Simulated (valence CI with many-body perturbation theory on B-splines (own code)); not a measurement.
# Missing levels of Nd26+

Method: valence CI with perturbative core correlation (CI+MBPT): six valence electrons over a frozen Dirac-Fock core [Ar] 3d10, radial functions for each j: 9 s, 9 p, 8 d, 6 f, 3 g, 1 h, with the one-electron correlation potential Σ1 (screened to all orders), the two-electron term Σ2, the three-electron term Σ3, Breit, model QED; selected single and double excitations, second order for the rest, scaled by the run's own slope (own B-spline code, finite nucleus).

The last digits are not significant, and no measured levels were compared; by estimate large intervals hold to a few tenths of a per cent, small ones and those within an open d or f shell to about a per cent. Among the levels kept, up to 690 cm⁻¹ of a level comes from second order outside the variational space, and about a tenth of that is noise between levels of different J, which matters for small intervals.

```tsv
Level	E (cm⁻¹)
(4s^2 4p1/2^2 4p3/2^2) J=2	0
(4s^2 4p1/2^2 4p3/2^2) J=0	49105
(4s^2 4p1/2 4p3/2^3) J=1	?
(4s^2 4p1/2 4p3/2^3) J=2	253950
(4s^2 4p3/2^4) J=0	?
(4s 4p1/2^2 4p3/2^3) J=2	742940
(4s 4p1/2^2 4p3/2^3) J=1	?
(4s^2 4p1/2^2 4p3/2 4d3/2) J=2	841690
(4s^2 4p1/2^2 4p3/2 4d3/2) J=0	851770
(4s^2 4p1/2^2 4p3/2 4d3/2) J=3	854750
(4s^2 4p1/2^2 4p3/2 4d3/2) J=1	884680
(4s^2 4p1/2^2 4p3/2 4d5/2) J=4	895590
(4s^2 4p1/2^2 4p3/2 4d5/2) J=2	928250
(4s^2 4p1/2^2 4p3/2 4d5/2) J=3	963110
(4s 4p1/2 4p3/2^4) J=0	?
(4s^2 4p1/2^2 4p3/2 4d5/2) J=1	992250
(4s 4p1/2 4p3/2^4) J=1	?
(4s^2 4p1/2 4p3/2^2 4d3/2) J=2 [a]	1045500
(4s^2 4p1/2 4p3/2^2 4d3/2) J=0	1054300
(4s^2 4p1/2 4p3/2^2 4d3/2) J=1 [a]	?
```

Levels are named by their leading jj configuration (3d3/2^4 stands for four electrons in 3d with j = 3/2), which in mixed levels can hold well under half, so a name can repeat and another be missing. Letters in brackets count levels of one name in rising energy.

Problem. The levels stand in rising order. What does the calculation give for the missing energies?

Solution. (4s^2 4p1/2 4p3/2^3) J=1 226850; (4s^2 4p3/2^4) J=0 502780; (4s 4p1/2^2 4p3/2^3) J=1 790970; (4s 4p1/2 4p3/2^4) J=0 970490; (4s 4p1/2 4p3/2^4) J=1 1012200; (4s^2 4p1/2 4p3/2^2 4d3/2) J=1 [a] 1061500.
